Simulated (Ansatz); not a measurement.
Al14P13Cl3. The state is a singlet with charge 0. Geometry PBE-D4/def2-SVP, basis def2-TZVP, Ansatz.

Cartesian coordinates in Å:
```
Al -0.086 -5.017 4.061
Al 0.441 -3.662 0.065
Al 1.952 -0.512 0.266
Al 1.755 2.004 -2.292
Al 1.952 5.053 -1.614
Al 0.210 -2.347 2.912
Al 1.164 2.776 0.659
Al -1.120 -5.398 1.738
Al -0.181 -1.166 -1.868
Al -0.760 3.135 -3.659
Al -2.308 -2.619 0.730
Al -1.008 -0.144 1.452
Al -1.539 1.439 -1.226
Al -1.180 4.042 -0.377
Cl 0.415 -3.187 5.266
Cl 3.819 6.057 -1.511
Cl -1.436 3.191 -5.682
P -1.834 -6.333 3.681
P 1.204 -4.410 2.143
P 1.746 -2.307 -1.286
P 2.913 1.559 -0.311
P 1.511 3.916 -3.554
P 1.211 -0.322 2.417
P 0.760 5.089 0.372
P -1.680 -4.574 -0.379
P -0.037 0.766 -3.081
P -2.096 -1.775 2.832
P -2.198 -0.847 -0.792
P -1.048 2.197 1.135
P -2.542 3.395 -2.097
```

```csv
run,HOMO (eV),LUMO (eV)
A,-5.68,-4.24
B,-6.51,-3.74
C,-7.13,-2.89
D,-5.86,-4.18
```

Single mean-field runs in def2-TZVP are fitted with def2-universal-jkfit.

Q: The runs used BHLYP, PBE, PBE0, r2SCAN. Estimate which is which.

A: A PBE (0 % exact exchange); B PBE0 (25 % exact exchange); C BHLYP (50 % exact exchange); D r2SCAN (0 % exact exchange). Exact exchange lowers occupied and raises empty levels; among semilocal functionals meta-GGAs tend to open the gap a little, and such runs are hard to tell apart. The gap grows from 1.44 eV (PBE) to 4.25 eV (BHLYP).
